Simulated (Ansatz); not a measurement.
The same path of C$_{2}$H$_{5}$BCl$_{2}$O (11 atoms, charge 0, multiplicity 1) was run twice with different band settings. Lost on the way: B2–Cl5. Made: B2–Cl6.

The calculation used Ansatz, RKS PBE0/def2-SVP.

Relaxed end points:

```xyz
11
Properties=species:S:1:pos:R:3
C 0.372 -1.274 -0.943
B 0.005 -0.536 0.414
C -0.397 1.002 0.345
O -1.148 1.564 1.226
Cl 1.579 0.123 1.368
Cl 0.155 2.064 -0.892
H 1.027 -0.682 -1.602
H -0.538 -1.533 -1.510
H 0.892 -2.220 -0.724
H -0.722 -1.098 1.208
H -1.159 2.533 1.132
```

```xyz
11
Properties=species:S:1:pos:R:3
C 0.482 -1.347 -0.780
B -0.521 -0.185 -0.375
C -0.094 0.797 0.801
O -0.948 1.431 1.526
Cl 1.548 1.133 1.195
Cl -0.338 1.405 -1.497
H 1.531 -1.018 -0.851
H 0.434 -2.180 -0.057
H 0.198 -1.760 -1.761
H -1.703 -0.444 -0.261
H -0.523 2.110 2.080
```

Common settings: spring 5.0 eV/Å²; optimiser quadratic models (default); start path through a guess of the saddle point; force threshold 0.05 eV/Å; iteration limit 60; end points relaxed.

| run | movable images | climbing image |
| --- | --- | --- |
| 1 | 7 | yes |
| 2 | 1 | no |

(1) What does each run give, and how far can it be trusted?

Results:

(1) Run 1: converged after 45 iterations, highest image 3.265 eV above the first end. The profile has 2 maxima (images 2, 6) with wells between them (image 3): this band takes more than one step, which may be the mechanism or a detour left from its start path. Neighbouring images differ by up to 2.9 eV, so the band resolves the path poorly. A vibrational analysis at the climbing image gives one clearly imaginary mode, 1487i cm⁻¹: a first-order saddle point.
Run 2: converged after 13 iterations, highest image 0.152 eV above the first end. No image climbed, so the highest image needn't sit at the top of the path. A band with more images between the same ends climbed to 3.26 eV, so this one has probably stepped over the top. So few images can step over the top or miss a turn of the path.
The orbitals stay closed-shell, which can raise the energy where a bond breaks towards radicals; this wasn't checked here.
